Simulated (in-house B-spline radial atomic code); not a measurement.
Values are calculated unless marked as measured or tabulated.
**Weak and strong correlation along the adiabatic connection**

Two-electron singlets in several external potentials (atomic units), by full CI in B-splines with partial waves to l = 8 (correlation energies up to 0.6 % small). The repulsion is scaled by λ at fixed density; W(λ) is the mean repulsion less the Hartree energy, W(0) = E_x, and the area under W from 0 to 1 is E_xc.

Relative drop (W(λ) − E_x)/E_x:

| system | λ = 0.12 | λ = 0.25 | λ = 0.4 | λ = 0.6 | λ = 0.8 | λ = 1 |
| --- | --- | --- | --- | --- | --- | --- |
| −V exp(−r²/w²), V = 1.09, w = 13.4 | 0.0510 | 0.0933 | 0.1304 | 0.1669 | 0.1937 | 0.2141 |
| ω²r²/2, ω = 0.399 | 0.0251 | 0.0491 | 0.0731 | 0.1004 | 0.1231 | 0.1424 |
| ω²r²/2 − Z/r, ω = 0.0146, Z = 1 | 0.0346 | 0.0662 | 0.0967 | 0.1296 | 0.1561 | 0.1778 |
| −Z/r, Z = 7.35, wall at 0.895 bohr | 0.0025 | 0.0052 | 0.0083 | 0.0123 | 0.0163 | 0.0201 |
| −Z/r, Z = 0.905, wall at 1.11 bohr | 0.0073 | 0.0149 | 0.0234 | 0.0341 | 0.0442 | 0.0538 |
| −Z exp(−kr)/r, Z = 1.41, k = 0.264 | 0.0210 | 0.0414 | 0.0625 | 0.0871 | 0.1084 | 0.1270 |
| −Z/r, Z = 0.757, wall at 2.15 bohr | 0.0133 | 0.0267 | 0.0410 | 0.0585 | 0.0742 | 0.0885 |

(1) Order the systems by how far second-order (GL2) theory, half the initial slope (estimated from the first points of each curve), overshoots the correlation energy, least first.
A. −Z/r, Z = 7.35, wall at 0.895 bohr
B. −V exp(−r²/w²), V = 1.09, w = 13.4
C. −Z/r, Z = 0.757, wall at 2.15 bohr
D. −Z/r, Z = 0.905, wall at 1.11 bohr
E. −Z exp(−kr)/r, Z = 1.41, k = 0.264
F. ω²r²/2, ω = 0.399
G. ω²r²/2 − Z/r, ω = 0.0146, Z = 1

(2) What else changes along this order?

Results:

(1) A (GL2/E_c = 1.03), D (GL2/E_c = 1.10), C (GL2/E_c = 1.19), E (GL2/E_c = 1.29), F (GL2/E_c = 1.36), G (GL2/E_c = 1.48), B (GL2/E_c = 1.77).

(2) The ratio follows the bend of the curve. With it the leading natural occupation goes from 1.999 to 1.826 and −T_c/E_c from 0.97 to 0.57 between the first and the last.
